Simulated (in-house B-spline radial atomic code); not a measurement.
# RPA and G0W0 on Hartree-Fock: I17+

Configuration [Ar] 3d10 4s2 4p6, mean-field start Hartree-Fock. Computed with an all-electron radial atomic-structure program (B-spline basis): all electrons, non-relativistic, point nucleus, each spin shell either full or empty, empty states to l = 9 with an (l + 1/2)⁻⁴ tail; G0W0 by contour deformation at full frequency.

Without relativity these are model numbers: it shifts the levels of so heavy an element strongly and can reorder them.

Command:
```bash
python run_gw.py task.json out
```
Settings (radii: box in bohr, nucleus in fm):
```
Z                        53
electrons                36
configuration            [Ar] 3d10 4s2 4p6
hamiltonian              nr
method                   hf
lmax                     9
spin_polarised           False
box_radius               4.58
intervals                49
```

Cost of the run: 2.4 s on 1 thread of Arm Neoverse N1 (shared host).

Energies (hartree):

```csv
term,value
mean-field total,-6808.45170
Hartree-Fock functional on these orbitals,-6808.45170
direct second order,-2.9372
second-order exchange,0.83907
SOSEX correction,0.8017
```

(1) What is the RPA correlation energy, and what remains with SOSEX?

Quasi-particle levels (eV):

| level | occupied | mean field | Σx - vxc | Σc | QP weight | G0W0 |
| --- | --- | --- | --- | --- | --- | --- |
| 4p | yes | -504.24 | 0.00 | ? | ? | ? |
| 4s | yes | -559.09 | 0.00 | 4.80 | 0.933 | -554.28 |
| 3d | yes | -1077.20 | 0.00 | 5.04 | 0.982 | -1072.17 |
| 4d | no | -392.96 | 0.00 | -2.78 | 0.986 | -395.74 |

G0W0 = mean field + (Σx - vxc) + Σc, with Σc (partial-wave tail included) taken at the quasi-particle energy. Only the outer levels were computed. Levels of low weight are left out.

(2) Where does G0W0 put 4p?

Answers

(1) RPA gives -2.7165 hartree (-2.05 eV per electron); RPA + SOSEX gives -1.9148, and the second-order doubles (MP2) -2.0981 hartree. RPA lacks exchange-type terms and so overcorrelates at short range.

(2) At -505.50 eV, with Σc = -1.27 eV and a quasi-particle weight of 0.983. The tabulated removal energy is 505 ± 3 eV (NIST, tabulated theory); the calculation leaves out relativity, Breit and QED terms, and what these don't explain is the method's own error.
